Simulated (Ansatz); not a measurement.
Cost and result for the atomization energy of C2H5AlClN, SMILES `N/C(Cl)=[CH]/[AlH2]` (10 atoms, 9 bonds).

```json
{"atom": "N1", "x (Å)": "0.318", "y (Å)": "-1.676", "z (Å)": "1.167"}
{"atom": "C2", "x (Å)": "0.413", "y (Å)": "-0.634", "z (Å)": "0.297"}
{"atom": "Cl3", "x (Å)": "1.965", "y (Å)": "-0.631", "z (Å)": "-0.493"}
{"atom": "C4", "x (Å)": "-0.532", "y (Å)": "0.275", "z (Å)": "0.002"}
{"atom": "Al5", "x (Å)": "-0.466", "y (Å)": "1.695", "z (Å)": "-1.277"}
{"atom": "H6", "x (Å)": "1.166", "y (Å)": "-2.104", "z (Å)": "1.497"}
{"atom": "H7", "x (Å)": "-0.458", "y (Å)": "-1.665", "z (Å)": "1.806"}
{"atom": "H8", "x (Å)": "-1.446", "y (Å)": "0.148", "z (Å)": "0.587"}
{"atom": "H9", "x (Å)": "-1.756", "y (Å)": "2.617", "z (Å)": "-1.393"}
{"atom": "H10", "x (Å)": "0.797", "y (Å)": "1.974", "z (Å)": "-2.192"}
```

Total charge 0; spin multiplicity 1. All single points use the PBE0-D4/def2-TZVP geometry. It is one conformer, not always the lowest. Program: Ansatz. All runs use 4 threads of an Arm Neoverse V1 on a shared host. Times are those of one run each, without the atoms' runs, and a repeat can differ threefold. Electronic energies, without spin–orbit coupling; frozen cores. CCSD(T)/CBS adds CCSD(T) − MP2 in def2-TZVPP to the MP2 limit, and its time is that of the two runs behind it. T1 = 0.012. B3LYP takes the VWN-RPA correlation (the form of Gaussian; ORCA's B3LYP/G).

CCSD(T)/CBS is a level of theory with its own doubt, some kJ/mol a heavy atom from the limit and from the frozen cores, so smaller differences don't rank the functionals.

| level | functions | wall time | atomization (kcal/mol) | difference from CCSD(T)/CBS | per bond |
| --- | --- | --- | --- | --- | --- |
| PBE-D4/def2-TZVPP (with forces) | 247 | 2.6 s | 849.7 | 25.7 | 2.9 |
| PBE0-D4/def2-TZVPP | 247 | 3.1 s | 831.0 | 7.0 | 0.8 |
| B3LYP-D4/def2-TZVPP (with forces) | 247 | 4.5 s | 827.1 | 3.1 | 0.3 |
| r2SCAN-D4/def2-TZVPP (with forces) | 247 | 5 s | 830.0 | 6.0 | 0.7 |
| B2PLYP/def2-TZVPP | 247 | 5.5 s | 816.1 | -7.9 | -0.9 |
| ωB97X-V/def2-TZVPP | 247 | 8 s | 829.0 | 5.0 | 0.6 |
| ωB97M-V/def2-TZVPP (with forces) | 247 | 12 s | 830.0 | 6.0 | 0.7 |
| MP2/def2-QZVPP | 461 | 20 s | 831.2 | 7.2 | 0.8 |
| CCSD(T)/def2-TZVPP | 247 | 110 s | 799.0 | -25.0 | -2.8 |
| CCSD(T)/CBS(def2) | – | 2.2 min | 824.0 | 0.0 | 0.0 |

From PBE to PBE0 (25 % exact exchange), in def2-TZVPP and without D4, the atomization energy moves by −17.9 kcal/mol: exact exchange takes away binding that semilocal exchange gives to molecules. The D4 term adds +8.8 kcal/mol with B3LYP and +4.6 kcal/mol with PBE0; it sums over pairs of atoms, weighted by their polarisabilities, and B3LYP, whose exchange is more repulsive, gets the larger term. In def2-TZVPP, CCSD(T) changes the Hartree–Fock value by +222.2 kcal/mol (the triples alone add +15.8 kcal/mol) and MP2 by +239.5 kcal/mol; breaking electron pairs costs correlation energy, which Hartree–Fock lacks.
